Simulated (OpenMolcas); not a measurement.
# Ag³⁺: effect of the active space

```
Program             : OpenMolcas
Method              : CASSCF or its RAS form
Basis               : ANO-RCC-VTZP
Scalar Hamiltonian  : DKH2, point nucleus
Spin-orbit coupling : RASSI with atomic mean-field integrals over the reference wave functions, term energies averaged over their components
```

A. 8 electrons in 5 orbitals (4d); 2S+1 = 3 even, 10 roots; 2S+1 = 1 even, 15 roots; cost roughly 5 core-seconds
B. 8 electrons in 9 orbitals (RAS2 4d 5s; RAS3 5p, at most 2 electrons); 2S+1 = 3 even, 60 roots; 2S+1 = 5 even, 10 roots kept (CI in the orbitals of an earlier block); 2S+1 = 1 even, 50 roots kept (CI in the orbitals of an earlier block); 2S+1 = 3 odd, 9 roots (0 in the spin-orbit step); 2S+1 = 5 odd, 21 roots kept (CI in the orbitals of an earlier block); 2S+1 = 1 odd, 9 roots kept (CI in the orbitals of an earlier block, 0 in the spin-orbit step); cost of the order of 8 core-minutes
C. 8 electrons in 10 orbitals (4d 5d); 2S+1 = 3 even, 10 roots; 2S+1 = 1 even, 15 roots; cost roughly 50 core-seconds

Energies in eV above 4d8 3F4, the measured ground level; measured values from the list in Gamrath, thesis, University of Mons (2023).

```
  Level       A       B       C  Measured
4d8 3F4  0.0000  0.0000  0.0000    0.0000
4d8 3F3  0.4909  0.5150  0.4924    0.5173
4d8 3F2  0.7385  0.7686  0.7365    0.7228
4d8 3P1  2.4436  2.4762  2.4089    1.9713
4d8 3P0  2.4859  2.5183  2.4455    1.9952
4d8 1G4  3.0032  3.0761  2.9685    2.5504
4d8 1S0  6.9821  7.0976  6.8622    5.8444
```

Deviations, from unrounded energies. A percentage is the sum of absolute deviations over the sum of measured energies, with the sign that they share, or ± where signs differ.

```json
{"Against measurement": "mean absolute deviation (cm-1)", "Levels": "6", "A": "3500", "B": "3800", "C": "3200"}
{"Against measurement": "fine structure of the ground term (%)", "Levels": "2", "A": "±3.4", "B": "±3.9", "C": "±3.1"}
{"Against measurement": "other terms of the ground configuration (%)", "Levels": "4", "A": "+20.7", "B": "+22.7", "C": "+18.8"}
```

C lies closest to measurement on these levels and B furthest from it. The largest miss of C in the table is 4d8 1S0, by +8200 cm-1. The ranking rests on the paired levels alone, and a cruder setting can come out closer through cancelling errors.

Among A to C the level of the table that moves most is 4d8 1S0, by 1900 cm-1 (lowest in C, highest in B).

Without dynamic correlation excited terms often stand tens of per cent too high (terms of higher spin than the ground term too low), and those without a measured partner can miss by more than the paired ones. Some high roots are left out of the spin-orbit mixing, which shifts the levels that they would mix with (holds for B). Terms from blocks run as CI alone lack orbitals of their own (holds for B). Active for correlation alone: 5d; no level in the range computed is led by a configuration that fills it, so any true level of that kind is missing (holds for C). Computed and measured levels are paired by configuration, term and J; levels that our copy of the source lacks, or whose pairing is in doubt (as where it misses far off the trend of its configuration), stay unpaired and out of the deviations. Levels of configurations outside the active space are missing. Levels that lie high or do not pair safely by name in every column are left out.
